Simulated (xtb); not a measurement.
CH₃Se, SMILES [Se]C (connectivity only; charge and spin as stated), charge -1, multiplicity 1. All values are semi-empirical tight-binding results from xtb (GFN2-xTB unless named), good for trends rather than for accurate numbers. Coordinates come from a GFN2-xTB optimisation. The spin state was assumed, not searched. The isomer is the one that the SMILES or the coordinates give; other isomers of the formula were not compared.

Optimised geometry:

```xyz
5

C      0.0000     0.0000    -1.5124
Se     0.0000     0.0000     0.4313
H      0.8915     0.5147    -1.8635
H     -0.8915     0.5147    -1.8635
H      0.0000    -1.0294    -1.8635
```
Charge -1, spin multiplicity 1.

```json
{
 "point_group_as_xtb_finds_it": "C3v",
 "orbital_gap": "5.07 eV",
 "zero_point_energy": "22.4 kcal/mol",
 "G − E(el) at 298.15 K (modified RRHO)": "7.4 kcal/mol",
 "static polarisability (D4 model)": "43.1 bohr³",
 "solvation energy, GFN2-xTB/ALPB(water)": "-70.6 kcal/mol",
 "solvation energy, GFN2-xTB/ALPB(dmf)": "-51.4 kcal/mol"
}
```

Computed atomic charges and the Wiberg bond orders between heavy atoms:
charges (e) C1 0.08, Se2 -1.07, H3 0.00, H4 0.00, H5 0.00. Bond orders C1–Se2 1.02.
